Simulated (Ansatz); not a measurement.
`[F][Ga]([SH])[Br]` + CH₄ → `[CH3][Ga]([SH])[Br]` + H–F at 400 K and 1 bar (formal exchange of groups at a Ga–F bond).

Calculated with Ansatz (gas phase, PBE0-D4/def2-TZVP geometries, no zero-point term in ΔE). CBS: MP2 limit from def2 TZ/QZ plus the TZ coupled-cluster correction, frozen cores. This one scheme is used for every species. For Br, Ga outer-core shells are correlated without core-valence functions, which leaves a few kJ/mol of doubt a bond. Scalar relativity is left out up to krypton. One conformer a species, not always the lowest.

```json
{"species": "`[F][Ga]([SH])[Br]`", "CCSD(T)/CBS energy (Eh)": "-4995.56584", "H − E (kJ/mol)": "60.7", "S (J/(mol·K))": "376.6"}
{"species": "CH₄", "CCSD(T)/CBS energy (Eh)": "-40.46206", "H − E (kJ/mol)": "131.3", "S (J/(mol·K))": "197.2"}
{"species": "`[CH3][Ga]([SH])[Br]`", "CCSD(T)/CBS energy (Eh)": "-4935.60396", "H − E (kJ/mol)": "154.9", "S (J/(mol·K))": "408.8"}
{"species": "H–F", "CCSD(T)/CBS energy (Eh)": "-100.39570", "H − E (kJ/mol)": "36.5", "S (J/(mol·K))": "182.2"}
```

H − E and S are ideal-gas, rigid-rotor, harmonic terms from PBE0-D4/def2-TZVP, for one conformer and one mirror image of each species. 1 Eh = 2625.50 kJ/mol, R = 8.31446 J/(mol·K).

Task: By hand: ΔE, ΔH, ΔS and ΔG.

Result: ΔE = (-4935.60396) + (-100.39570) − (-4995.56584) − (-40.46206) = 0.02824 Eh = 74.1 kJ/mol. Δ(H − E) = 154.9 + 36.5 − 60.7 − 131.3 = -0.6, so ΔH = 73.5 kJ/mol. ΔS = 408.8 + 182.2 − 376.6 − 197.2 = 17.2 J/(mol·K). ΔG = 73.5 − 400 × (17.2)/1000 = 66.6 kJ/mol.

Task: By hand: the equilibrium constant, and the temperature at which ΔG would vanish if ΔH and ΔS stayed fixed.

Result: log₁₀ K = −ΔG/(RT ln 10) = -8.7. ΔG = 0 at ΔH/ΔS = 4273 K, far beyond where these terms or the molecules hold.

ΔH outweighs TΔS. A doubt of 5 kJ/mol in ΔE shifts log₁₀ K by 0.7 here. Other conformers and mirror images would add mixing entropy, several J/(mol·K) or more a flexible species. Modes under 60 cm⁻¹, often nearly free rotors, make the harmonic entropy too high. These are equilibria of isolated gas molecules and say nothing of rates. Largest T1 diagnostic: 0.012 (customary marks: 0.02 for closed shells, 0.045 for open ones).
